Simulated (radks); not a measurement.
Spherical quantum dot in the effective-mass picture: electrons in a parabolic well V = omega^2 r^2 / 2 with omega = 0.412, all in effective atomic units (hartree* = m*/eps^2 hartree, bohr* = eps/m* bohr), one dielectric constant everywhere. Method: non-relativistic Kohn-Sham, r2SCAN, spin-polarised, spherical densities, generalised Kohn-Sham scheme; computed with a radial shooting solver with Libxc functionals. Levels are named by radial order and angular momentum (1s, 1p, 1d, 2s, ...), and open shells are averaged over m. Results are scaled to m* = 0.122 and eps = 17.4, for which hartree* = 10.97 meV and bohr* = 7.547 nm. At N = 1 the configuration is 1s(up 1, down 0). Does electron 2 go into 1s down or 1p up?

Answer. Into 1s down. The total energies of the other choices lie higher by 3.20 meV (1p up).
